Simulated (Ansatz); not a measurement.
`Cl[SiH]1[O][GeH2]1` + H₂ → `[O]1[SiH2][GeH2]1` + HCl at 700 K and 1 bar (hydrogenolysis of the Si–Cl bond).

Program: Ansatz. Geometries: PBE0-D4/def2-TZVP. ΔE: electronic, gas phase. CCSD(T)/CBS adds triple-zeta CCSD(T) − MP2 to the extrapolated MP2 energy (def2 sets, frozen cores). This one scheme is used for every species. For Ge outer-core shells are correlated without core-valence functions, which leaves a few kJ/mol of doubt a bond. Scalar relativity is left out up to krypton.

```json
{"species": "`Cl[SiH]1[O][GeH2]1`", "CCSD(T)/CBS energy (Eh)": "-2902.00691", "H − E (kJ/mol)": "142.1", "S (J/(mol·K))": "422.7"}
{"species": "H₂", "CCSD(T)/CBS energy (Eh)": "-1.17544", "H − E (kJ/mol)": "46.8", "S (J/(mol·K))": "155.3"}
{"species": "`[O]1[SiH2][GeH2]1`", "CCSD(T)/CBS energy (Eh)": "-2442.76781", "H − E (kJ/mol)": "150.9", "S (J/(mol·K))": "380.1"}
{"species": "HCl", "CCSD(T)/CBS energy (Eh)": "-460.38127", "H − E (kJ/mol)": "38.4", "S (J/(mol·K))": "211.8"}
```

H − E and S are ideal-gas, rigid-rotor, harmonic terms from PBE0-D4/def2-TZVP, for one conformer and one mirror image of each species. The MP2-based limit puts H₂ 0.8 mEh under its directly extrapolated value; such offsets cancel only in part. 1 Eh = 2625.50 kJ/mol, R = 8.31446 J/(mol·K).

Q: By hand: ΔE, ΔH, ΔS and ΔG.

A: ΔE = (-2442.76781) + (-460.38127) − (-2902.00691) − (-1.17544) = 0.03327 Eh = 87.4 kJ/mol. Δ(H − E) = 150.9 + 38.4 − 142.1 − 46.8 = 0.4, so ΔH = 87.8 kJ/mol. ΔS = 380.1 + 211.8 − 422.7 − 155.3 = 13.9 J/(mol·K). ΔG = 87.8 − 700 × (13.9)/1000 = 78.1 kJ/mol.

Q: By hand: the equilibrium constant, and the temperature at which ΔG would vanish if ΔH and ΔS stayed fixed.

A: log₁₀ K = −ΔG/(RT ln 10) = -5.8. ΔG = 0 at ΔH/ΔS = 6317 K, far beyond where these terms or the molecules hold.

The number of gas molecules stays the same, so ΔS is small and ΔH decides. A doubt of 5 kJ/mol in ΔE shifts log₁₀ K by 0.4 here. Other conformers and mirror images would add mixing entropy, several J/(mol·K) or more a flexible species. These are equilibria of isolated gas molecules and say nothing of rates. Largest T1 diagnostic: 0.014 (customary marks: 0.02 for closed shells, 0.045 for open ones).
